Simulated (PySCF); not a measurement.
Compound: C₅H₉F₃OSi.
Numbering: `[F:1][C:2]([F:3])([F:4])[SiH:5]1[CH2:6][CH2:7][O:8][CH2:9][CH2:10]1` (hydrogens: H11 on Si5; H12, H13 on C6; H14, H15 on C7; H16, H17 on C9; H18, H19 on C10)

Computed by this run: PySCF, PBE0-D3(BJ)/def2-SVP geometry optimisation, gas phase; density fitting, grid level 1; the optimiser is geomeTRIC in internal coordinates, started from a GFN2-xTB structure with every atom displaced at random (about 0.01 Å).

The end geometry, which sets the zero of energy:
```
atom  x, y, z in Å
F1      2.4428    0.4821   -1.6331
C2      2.5354    0.4814   -0.2893
F3      3.4684   -0.4268    0.0369
F4      3.0094    1.6852    0.0702
Si5     0.8246    0.1116    0.5243
C6      0.1111   -1.4810   -0.1680
C7     -1.4166   -1.4601   -0.0453
O8     -2.0061   -0.3212   -0.6142
C9     -1.8307    0.8660    0.1113
C10    -0.4091    1.4325    0.0175
H11     1.0580    0.0644    1.9979
H12     0.3874   -1.5332   -1.2350
H13     0.5279   -2.3763    0.3200
H14    -1.8523   -2.3240   -0.5704
H15    -1.7128   -1.5472    1.0217
H16    -2.1032    0.7040    1.1762
H17    -2.5560    1.5860   -0.2980
H18    -0.3152    2.3447    0.6278
H19    -0.1987    1.7154   -1.0279
```

Question: These geometries come from the run, each turned onto the end geometry. Order them by energy, lowest first.
A.
```
atom  x, y, z in Å
F1      2.4995    0.4552   -1.6092
C2      2.5489    0.4865   -0.2640
F3      3.4850   -0.3967    0.1159
F4      2.9893    1.7079    0.0827
Si5     0.8203    0.1031    0.5021
C6      0.1071   -1.4783   -0.2130
C7     -1.4157   -1.4596   -0.0266
O8     -2.0292   -0.3253   -0.5784
C9     -1.8315    0.8710    0.1288
C10    -0.4094    1.4254   -0.0063
H11     1.0084    0.0282    1.9814
H12     0.3379   -1.5056   -1.2912
H13     0.5460   -2.3801    0.2421
H14    -1.8715   -2.3267   -0.5290
H15    -1.6676   -1.5424    1.0521
H16    -2.0833    0.7253    1.2005
H17    -2.5613    1.5876   -0.2780
H18    -0.2893    2.3522    0.5766
H19    -0.2195    1.6759   -1.0640
```
B.
```
atom  x, y, z in Å
F1      2.6535    0.3600   -1.5812
C2      2.5646    0.4821   -0.2448
F3      3.4857   -0.3573    0.2324
F4      3.0287    1.7355    0.0531
Si5     0.8056    0.1028    0.4771
C6      0.1023   -1.4777   -0.2625
C7     -1.3994   -1.4658   -0.0223
O8     -2.0363   -0.3238   -0.5548
C9     -1.8355    0.8716    0.1742
C10    -0.4284    1.4431   -0.0277
H11     1.0120    0.0366    1.9489
H12     0.2929   -1.5205   -1.3302
H13     0.4927   -2.3833    0.1647
H14    -1.8997   -2.3106   -0.5172
H15    -1.6142   -1.5497    1.0575
H16    -2.0231    0.7208    1.2351
H17    -2.5853    1.5699   -0.2336
H18    -0.3483    2.3719    0.5429
H19    -0.3034    1.6981   -1.0891
```
C.
```
atom  x, y, z in Å
F1      2.6276    0.5216   -1.5901
C2      2.5724    0.5178   -0.2501
F3      3.5580   -0.2872    0.1656
F4      2.8949    1.7623    0.1541
Si5     0.8281    0.0591    0.4503
C6      0.0706   -1.5105   -0.2445
C7     -1.4456   -1.4595   -0.0052
O8     -2.0601   -0.3245   -0.5522
C9     -1.8193    0.8745    0.1359
C10    -0.3898    1.3987   -0.0444
H11     1.0118   -0.0280    1.9304
H12     0.2637   -1.5635   -1.3291
H13     0.4953   -2.4208    0.2085
H14    -1.9331   -2.3289   -0.4729
H15    -1.6578   -1.5186    1.0840
H16    -2.0402    0.7420    1.2170
H17    -2.5482    1.6015   -0.2539
H18    -0.2380    2.3276    0.5275
H19    -0.2261    1.6400   -1.1086
```
D.
```
atom  x, y, z in Å
F1      2.6348    0.5430   -1.5890
C2      2.5826    0.5222   -0.2499
F3      3.5724   -0.2627    0.1975
F4      2.8162    1.7698    0.1827
Si5     0.8346    0.0445    0.4327
C6      0.0645   -1.5211   -0.2537
C7     -1.4472   -1.4563   -0.0007
O8     -2.0608   -0.3210   -0.5479
C9     -1.8082    0.8772    0.1355
C10    -0.3795    1.3921   -0.0584
H11     1.0235   -0.0434    1.9116
H12     0.2477   -1.5838   -1.3401
H13     0.4777   -2.4382    0.2007
H14    -1.9462   -2.3236   -0.4575
H15    -1.6465   -1.5085    1.0924
H16    -2.0142    0.7470    1.2249
H17    -2.5344    1.6100   -0.2468
H18    -0.2257    2.3222    0.5128
H19    -0.2269    1.6342   -1.1244
```
E.
```
atom  x, y, z in Å
F1      2.5773    0.4963   -1.5967
C2      2.5610    0.5068   -0.2530
F3      3.5257   -0.3310    0.1522
F4      2.9302    1.7475    0.1308
Si5     0.8247    0.0747    0.4681
C6      0.0848   -1.4983   -0.2360
C7     -1.4339   -1.4596   -0.0114
O8     -2.0498   -0.3253   -0.5589
C9     -1.8238    0.8741    0.1347
C10    -0.3962    1.4081   -0.0313
H11     1.0080   -0.0098    1.9480
H12     0.2888   -1.5408   -1.3188
H13     0.5191   -2.4037    0.2158
H14    -1.9090   -2.3295   -0.4915
H15    -1.6585   -1.5278    1.0741
H16    -2.0569    0.7393    1.2108
H17    -2.5534    1.5966   -0.2626
H18    -0.2507    2.3368    0.5421
H19    -0.2231    1.6495   -1.0939
```

Answer: A (0.002 eV), E (0.009 eV), C (0.020 eV), D (0.043 eV), B (0.124 eV).

In the order of the answer:

```tsv
step	E above end (eV)	largest force (eV/Å)	rms force component (eV/Å)	rms distance from end (Å)	rms bond change (Å)	bond most changed (Å)
5	0.002	0.03	0.011	0.051	0.001	C6–C7 +0.002
3	0.009	0.22	0.043	0.093	0.002	C2–F4 +0.007
2	0.020	0.23	0.052	0.117	0.002	F1–C2 -0.006
1	0.043	0.79	0.137	0.140	0.003	F1–C2 -0.007
0	0.124	1.33	0.399	0.112	0.013	C6–H13 -0.027
```

The cost below is that of the whole optimisation. The run took 5.4 min of wall time on Arm Neoverse N1, one thread, no GPU, shared host with 64 logical CPUs at a one-minute load of 54, and the process peaked at 0.83 GiB of memory.
